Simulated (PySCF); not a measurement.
**Excitation energy of P+ by level of theory**

P+ [Ne] 3s2 3p2 (3P) → P+ [Ne] 3s1 3p3 (5S), as a difference of total energies. All numbers are calculated (PySCF 2.14, the non-relativistic Hamiltonian (point nucleus), in dyall-av3z (19s12p3d2f, 84 functions)). Correlated levels: valence: [Ne] frozen; virtual orbitals above 40 to 60 times the deepest correlated orbital energy dropped. The calculations carry no spin-orbit coupling.

```csv
method,excitation energy (cm⁻¹),error (cm⁻¹)
UHF,31319,-14063
MP2 (valence),40109,-5272
SCS-MP2 (valence),44295,-1086
CCSD (valence),42622,-2759
CCSD(T) (valence),43042,-2339
```

Reference: 45381 cm⁻¹ (measured; NIST levels, between the centres of gravity of the two terms).

Errors of the correlated levels include the incompleteness of this basis and the frozen core.
